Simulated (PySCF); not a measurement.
Relaxation of quartet TcOF2

All numbers come from UPBE0 in PySCF with Tc def2-SVP with ECP28, O def2-SVP, F def2-SVP; scalar-relativistic core potentials, no spin–orbit coupling; density-fitted integrals. A (50,194) grid was used.

A hand-made T-shaped (ligand arrangement 1) start, of Cs symmetry, held to at least that symmetry:

```xyz
4
charge 0 multiplicity 4, angstrom
Tc   -0.0534    0.0000   -0.2534
O    -1.8223    0.0000   -0.1916
F    -0.0534    0.0000    1.6666
F     1.8654    0.0000   -0.1864
```

Optimiser trace:
| step | E − E(last) (kJ/mol) | largest gradient (Eh/bohr) |
| --- | --- | --- |
| 0 | 83.28 | 0.06779 |
| 1 | 40.74 | 0.02024 |
| 2 | 22.62 | 0.00844 |
| 3 | 9.51 | 0.01715 |
| 4 | 2.49 | 0.01411 |
| 5 | 0.42 | 0.00484 |
| 6 | 0.31 | 0.00780 |
| 7 | 0.01 | 0.00031 |
| 8 | 0.00 | 0.00008 |
| 9 | 0.00 | 0.00005 |

It ends at C2v with Tc–F 1.864 Å (×2), Tc–O 1.681 Å; F–Tc–F 86.0°, F–Tc–O 137.0° (×2) (after a last refinement on a finer grid). The frequency run here used a shortcut that can spoil soft modes, so no verdict on minimum or saddle point is given.

With open d or f shells other occupations or spin states may lie lower.
